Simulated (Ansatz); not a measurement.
CH9NO2Si2 can be A, `CO[Si](N)(O)[SiH3]`, or B, `C[SiH2]N[SiH](O)O`.

Program: Ansatz. Geometries: PBE0-D4/def2-TZVP. ΔE: electronic, gas phase. CBS: MP2 limit from def2 TZ/QZ plus the TZ coupled-cluster correction, frozen cores. Functionals use def2-TZVPP. B3LYP here is the variant with VWN-RPA as its local correlation; programs differ in this. Each species was taken in one conformer, which may not be the lowest.

A:

```xyz
15

C    -2.178    0.364   -0.171
O    -1.016    0.200   -0.949
Si    0.397   -0.409   -0.380
N     1.439   -0.223   -1.720
O     0.320   -1.993    0.051
Si    1.034    0.656    1.611
H    -2.947    0.819   -0.797
H    -2.001    1.022    0.688
H    -2.552   -0.596    0.200
H     1.293    0.540   -2.360
H     2.408   -0.487   -1.664
H     0.224   -2.619   -0.672
H     2.418    0.252    1.986
H     1.027    2.135    1.422
H     0.135    0.338    2.755
```

B:

Z-matrix (Å, degrees):
```
C
Si 1 1.866
H 1 1.093 2 110.5
H 1 1.093 2 111.1 3 120.2
H 1 1.093 2 111.0 3 -119.5
N 2 1.732 1 112.0 3 179.0
H 2 1.491 1 108.3 3 56.7
H 2 1.486 1 110.5 3 -62.3
Si 6 1.706 2 129.7 1 124.0
H 6 1.013 2 115.3 1 -64.4
O 9 1.647 6 113.9 2 -126.3
O 9 1.637 6 109.6 2 117.9
H 9 1.481 6 106.5 2 -4.2
H 11 0.958 9 117.3 6 61.0
H 12 0.959 9 116.0 6 148.5
```

Q: Which is lower in electronic energy at CCSD(T)/CBS, and by how much? (Best estimate.)

A: Computed: B, by 166.0 kJ/mol.

Q: Give E(B) − E(A) in kJ/mol with B3LYP, ωB97M-V, CCSD/def2-TZVPP, MP2/def2-TZVPP, r2SCAN-D4, PBE-D4, HF/def2-TZVPP. (Best estimate.)

A: The calculation gave: B3LYP -154.8, ωB97M-V -165.6, CCSD/def2-TZVPP -164.7, MP2/def2-TZVPP -176.8, r2SCAN-D4 -157.0, PBE-D4 -138.8, HF/def2-TZVPP -169.1. None reverses the order clearly.

Largest T1 diagnostic: 0.012.

From PBE to PBE0 (25 % exact exchange), in def2-TZVPP and without D4, E(B) − E(A) moves by −10.1 kJ/mol.
